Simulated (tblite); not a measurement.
Compound: C₅H₁₃FSSi.
Atom-mapped SMILES: `[CH3:1][CH2:2][CH2:3][S:4][Si@H:5]([CH3:6])[CH2:7][F:8]` (hydrogens: H9, H10, H11 on C1; H12, H13 on C2; H14, H15 on C3; H16 on Si5; H17, H18, H19 on C6; H20, H21 on C7)

Computed with GFN2-xTB (tblite), gas phase: L-BFGS steps from a force-field or distance-geometry start until the largest atomic force falls under 0.01 eV/Å.

Step 57: E = -736.1574 eV
```
atom  x, y, z in Å  |  force x, y, z in eV/Å
C1      3.2277   -0.1682    0.0776    0.014  -0.007  -0.076
C2      1.9232   -0.3172    0.8472   -0.012  -0.015   0.017
C3      1.1131    0.9626    0.7701   -0.041   0.029  -0.035
S4     -0.4894    0.8631    1.6499    0.021  -0.012  -0.085
Si5    -1.6312   -0.4115    0.3358    0.073   0.024   0.073
C6     -1.1275   -0.3021   -1.4908   -0.068   0.013   0.025
C7     -3.4348    0.2194    0.5064    0.208  -0.058   0.083
F8     -4.1704   -0.2264   -0.5632   -0.225  -0.143  -0.177
H9      3.8573    0.6073    0.5003    0.035   0.011   0.144
H10     3.0325    0.1040   -0.9545   -0.070  -0.005  -0.131
H11     3.7660   -1.1084    0.0811    0.131  -0.063   0.037
H12     1.3472   -1.1377    0.4142   -0.063  -0.018   0.010
H13     2.1264   -0.5722    1.8887   -0.011   0.059   0.006
H14     1.6395    1.7919    1.2439    0.003  -0.050  -0.023
H15     0.9074    1.2164   -0.2704    0.001   0.057   0.078
H16    -1.5324   -1.7908    0.8299   -0.006   0.024  -0.032
H17    -0.1629   -0.7481   -1.7008    0.069  -0.116   0.058
H18    -1.0842    0.7235   -1.8418   -0.072   0.132  -0.018
H19    -1.8740   -0.8220   -2.0847    0.033   0.019  -0.040
H20    -3.9119   -0.1704    1.4046   -0.076  -0.024   0.069
H21    -3.5302    1.3038    0.5108    0.055   0.141   0.015
```

Step 58: E = -736.1639 eV
```
atom  x, y, z in Å  |  force x, y, z in eV/Å
C1      3.2268   -0.1804    0.0863    0.019   0.001  -0.056
C2      1.9209   -0.3203    0.8579    0.010  -0.020  -0.021
C3      1.1155    0.9636    0.7674    0.004  -0.019  -0.023
S4     -0.4924    0.8786    1.6350    0.012   0.004  -0.041
Si5    -1.6254   -0.4090    0.3299    0.060  -0.004  -0.034
C6     -1.1334   -0.2818   -1.5025    0.009   0.044   0.000
C7     -3.4327    0.2100    0.5084    0.004  -0.035  -0.008
F8     -4.1910   -0.2900   -0.5367    0.001   0.028   0.165
H9      3.8636    0.5884    0.5130    0.013   0.002   0.115
H10     3.0275    0.0983   -0.9442   -0.042  -0.009  -0.105
H11     3.7634   -1.1233    0.0827    0.078  -0.036   0.044
H12     1.3434   -1.1421    0.4285   -0.065  -0.004   0.014
H13     2.1217   -0.5707    1.9009   -0.011   0.071   0.008
H14     1.6417    1.7946    1.2373    0.013  -0.050  -0.017
H15     0.9190    1.2082   -0.2761   -0.009   0.070   0.049
H16    -1.5083   -1.7878    0.8234   -0.013   0.041  -0.042
H17    -0.1540   -0.7029   -1.7241   -0.095  -0.028   0.089
H18    -1.1250    0.7520   -1.8467   -0.049  -0.026   0.019
H19    -1.8721   -0.8193   -2.0933    0.077   0.045  -0.017
H20    -3.8877   -0.1512    1.4374   -0.026   0.073  -0.144
H21    -3.5303    1.3017    0.4698    0.011  -0.147   0.005
```

Step 59: E = -736.1660 eV
```
atom  x, y, z in Å  |  force x, y, z in eV/Å
C1      3.2259   -0.1770    0.0829    0.016  -0.001  -0.036
C2      1.9207   -0.3210    0.8571    0.009  -0.013  -0.033
C3      1.1143    0.9627    0.7664    0.016  -0.027  -0.011
S4     -0.4958    0.8783    1.6285    0.017   0.009  -0.014
Si5    -1.6264   -0.4161    0.3300    0.037   0.002  -0.037
C6     -1.1319   -0.2890   -1.5009    0.021   0.043   0.008
C7     -3.4310    0.2105    0.5083    0.018  -0.024  -0.006
F8     -4.1922   -0.2680   -0.5422   -0.017  -0.002   0.102
H9      3.8601    0.5921    0.5157   -0.006  -0.015   0.071
H10     3.0216    0.1045   -0.9472   -0.013  -0.016  -0.057
H11     3.7678   -1.1181    0.0766    0.046  -0.010   0.037
H12     1.3422   -1.1436    0.4297   -0.048   0.003   0.017
H13     2.1229   -0.5682    1.9008   -0.010   0.063  -0.005
H14     1.6393    1.7921    1.2398    0.020  -0.037  -0.007
H15     0.9217    1.2121   -0.2759   -0.015   0.060   0.022
H16    -1.5119   -1.7916    0.8295   -0.009   0.022  -0.039
H17    -0.1552   -0.7170   -1.7194   -0.078  -0.013   0.081
H18    -1.1178    0.7460   -1.8404   -0.034  -0.020   0.010
H19    -1.8696   -0.8194   -2.0974    0.042   0.025  -0.023
H20    -3.8953   -0.1547    1.4290   -0.024   0.046  -0.081
H21    -3.5179    1.3022    0.4833    0.010  -0.094  -0.002
```

**Question.** Estimate the geometry and energy of step 60. (The exact step hangs on the optimiser's Hessian estimate; all steps are aligned on step 59, rigid shifts and turns removed.)

**Answer.** E = -736.1695 eV, largest force 0.098 eV/Å
```
atom  x, y, z in Å  |  force x, y, z in eV/Å
C1      3.2246   -0.1807    0.0845    0.027  -0.008  -0.012
C2      1.9185   -0.3219    0.8599    0.022  -0.012  -0.052
C3      1.1141    0.9631    0.7637    0.044  -0.048   0.006
S4     -0.4986    0.8835    1.6190    0.015   0.023   0.018
Si5    -1.6249   -0.4168    0.3256    0.032  -0.009  -0.055
C6     -1.1342   -0.2822   -1.5055    0.014   0.019   0.012
C7     -3.4287    0.2053    0.5104    0.014  -0.027  -0.015
F8     -4.2008   -0.2840   -0.5265   -0.009  -0.006   0.081
H9      3.8614    0.5847    0.5244   -0.040  -0.041   0.023
H10     3.0185    0.1055   -0.9455    0.019  -0.030  -0.004
H11     3.7670   -1.1237    0.0768    0.001   0.035   0.025
H12     1.3371   -1.1462    0.4381   -0.026   0.013   0.020
H13     2.1218   -0.5612    1.9054   -0.014   0.048  -0.013
H14     1.6421    1.7893    1.2387    0.012  -0.015  -0.003
H15     0.9262    1.2129   -0.2785   -0.016   0.061  -0.005
H16    -1.5047   -1.7916    0.8222   -0.005   0.005  -0.032
H17    -0.1542   -0.7029   -1.7227   -0.067  -0.003   0.071
H18    -1.1300    0.7535   -1.8422   -0.026  -0.020   0.001
H19    -1.8657   -0.8196   -2.1036    0.038   0.034  -0.018
H20    -3.8875   -0.1461    1.4379   -0.022   0.036  -0.048
H21    -3.5105    1.2958    0.4720   -0.012  -0.055  -0.001
```

The energy changes by -0.0035 eV. The first-order estimate −F·Δx gives -0.0043 eV and the mean of the old and new forces, exact on a quadratic surface, -0.0035 eV. The step makes an angle of 72° with the force vector and moves no atom by more than 0.024 Å.

The cost below is that of the whole relaxation. The run took 2.2 s on an Arm Neoverse N1 with one thread, no GPU, on a shared host.
